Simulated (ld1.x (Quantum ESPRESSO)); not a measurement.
## Br (Z = 35), TM: configuration errors across variants

Br (Z = 35), norm-conserving Troullier–Martins (Kleinman–Bylander form), made with ld1.x (Quantum ESPRESSO) 7.5 (LDA (PZ), scalar-relativistic). Core [Ar] 3d10, reference 4s1.75 4p5.25. Waves: 4s (bound): rc 1.10 bohr; 4p (bound): rc 1.80 bohr. Local part: all-electron potential smoothed inside 1.55 bohr (lloc = -2). Core correction: a·sin(br)/r model core, default radius (core density twice the valence density).

All-electron excitation energies from the reference (eV): (1) 4s2 4p5 -3.085; (2) 4s2 4p4 9.623; (3) 4s2 4p3 32.567; (4) 4s1 4p5 22.666; (5) 4s2 4p5.3 -5.092; (6) 4s1 4p6 9.333; (7) 4s2 4p1 113.138; (8) 4s1.75 4p5.25 spin -0.161; (9) 4s2 4p5 spin -3.236.

Spin tests fill each open shell by Hund’s rule, majority spin first.

The default core radius of the base comes out at 1.07 bohr.

Tests that are not counted but printed errors over 1 eV. “all radii but the core radius scaled by about 1.41 (s 1.56, p 2.54 bohr); local potential all-electron potential smoothed inside 2.20 bohr (lloc = -2)”: 4s2 4p1 (solver errors, printed error -60.1 eV).

6 further variants failed, have other tests or another functional or relativity, and are left out.

A true bound ghost makes a file unfit for plane-wave use even where its test errors are small: the radial tests pick states by their node count and pass the ghost by. Where a test does run into it, the solver fails or the error is huge.

Errors AE − PS in meV (a dash: test not solved or not reliable):

```tsv
change	(1)	(2)	(3)	(4)	(5)	(6)	(7)	(8)	(9)	bound ghosts
base	-0.4	-1.2	+1.3	-3.6	+0.4	-4.5	-11	+1.6	+1.2	none
all radii but the core radius scaled by about 1.41 (s 1.56, p 2.54 bohr); local potential all-electron potential smoothed inside 2.20 bohr (lloc = -2)	+0.1	-16	-122	-9.2	-1.0	+2.3	–	-0.6	-1.9	s
local potential all-electron potential smoothed inside 0.84 bohr (lloc = -2)	-0.6	-1.3	-6.6	-3.5	-0.1	-5.2	-152	+1.4	+0.6	s, d
local potential the s channel	-1.1	-16	-80	-68	-3.8	-13	-213	+1.4	-0.1	p
wave 4p (bound): rc 1.80 bohr becomes 4p (bound): rc 1.48 bohr	-0.4	-1.1	+1.9	-4.2	+0.3	-5.0	-2.9	+1.8	+1.3	none
wave 4s (bound): rc 1.10 bohr becomes 4s (bound): rc 1.18 bohr	-0.1	-0.9	+1.0	-2.3	+0.5	-3.0	-20	+1.8	+1.4	none
```

(1) Give the same row for: core correction a·sin(br)/r model core inside 0.46 bohr.

## Answers

(1) -0.4, -1.4, +0.7, -4.2, +0.3, -5.3, -16, +0.5, +0.4; bound ghosts: none.
